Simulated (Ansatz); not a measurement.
AlCl2(NH2) (AlNCl2H2) was relaxed with PBE0-D4 (def2-SVP) in Ansatz in these states: charge +1 doublet, neutral singlet. The geometries follow in no particular order.

A:

```csv
atom,x (Å),y (Å),z (Å)
Al1,0.4471,0.1066,-0.8240
Cl2,1.0391,2.0476,-1.0199
Cl3,0.4888,-1.6844,-1.7974
N4,-0.4696,-0.1115,0.8661
H5,-1.4881,-0.0256,1.0083
H6,-0.0173,-0.3327,1.7668
```

B:

```xyz
6

Al    0.507   -0.437   -0.260
Cl    0.885   -0.495   -2.316
Cl    1.610   -1.658    1.032
N    -0.730    0.629    0.376
H    -0.971    0.715    1.357
H    -1.301    1.247   -0.189
```

Q: Judge from the bond lengths which geometry belongs to which state (an estimate).

A: A is the charge +1 doublet (Al1–N4 1.935 Å, Al1–Cl2 2.039 Å, Al1–Cl3 2.039 Å); B is the neutral singlet (Al1–N4 1.752 Å, Al1–Cl2 2.092 Å, Al1–Cl3 2.091 Å).
